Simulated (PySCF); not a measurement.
SMILES CC(=O)CCC(C)=O (C6H10O2) (GFN2-xTB optimised geometry):

```
18

C      0.969    -2.839     2.498
C      0.976    -1.416     2.008
O      0.725    -0.474     2.715
C      1.320    -1.262     0.537
C      0.786     0.062     0.000
C     -0.732     0.062     0.000
C     -1.353     1.432     0.000
O     -1.379    -0.954     0.007
H      0.052    -3.308     2.144
H      1.813    -3.393     2.096
H      0.980    -2.867     3.584
H      2.407    -1.306     0.440
H      0.891    -2.095    -0.022
H      1.146     0.889     0.613
H      1.121     0.223    -1.028
H     -0.832     2.095    -0.686
H     -1.260     1.840     1.006
H     -2.407     1.373    -0.258
```

Level of theory: B3LYP/def2-SVP (PySCF).

Task: What are the frontier orbital energies and the dipole moment?

Result: HOMO-2 -9.60 eV, HOMO-1 -6.94 eV, HOMO -6.83 eV, LUMO -0.44 eV, LUMO+1 -0.33 eV; dipole moment 2.38 D.

Meta-Löwdin charges at B3LYP/def2-SVP: C1 -0.33, C2 0.39, O3 -0.41, C4 -0.21, C5 -0.21, C6 0.39, C7 -0.33, O8 -0.41, H9 0.13, H10 0.11, H11 0.11, H12 0.11, H13 0.11, H14 0.11, H15 0.11, H16 0.11, H17 0.13, H18 0.11.
